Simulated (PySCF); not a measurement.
**Identify the compound**

An unknown has the formula CHBF₂S. Its calculated NMR data are:

1H NMR (500 MHz, computed): δ 14.11 (m, 1H).

13C{1H} NMR (computed): δ 315.7 (CH).

Level of theory: structure optimised with PBE0-D3(BJ)/def2-SVP, GIAO PBE0/pcSseg-1 shieldings, in PySCF 2.14 (one averaged value for each set of equivalent atoms, single conformer, in vacuum, non-relativistic Hamiltonian).

Shifts are taken against calculated references (same method and geometry level): 1H, 13C vs TMS.

Q: Deduce the structure.

A: 
- Carbon types of the structure: 1 × CH, which accounts for all hydrogens.
- δC 315.7: thiocarbonyl carbon; the small n→π* gap of C=S deshields it strongly.
- δH 14.11: hydrogen on a thiocarbonyl carbon.

The compound is `InChI=1S/CHBF2S/c3-2(4)1-5/h1H`.

The shifts were computed for this structure.

A carbon bonded to boron is broadened by the quadrupolar boron nucleus and is often missing from a measured spectrum. Splittings by 19F in the carbon and heteronuclear signals aren't shown, as no couplings were computed. Shifts are as computed. Against solution values, carbons near 30 ppm lie about +2 ppm off and those near 130 ppm about +5 ppm. Of 1211 compounds with measured shifts, 218 miss one by over three times the rms of a fit or turn the order of signals round; such compounds aren't used in these exercises.
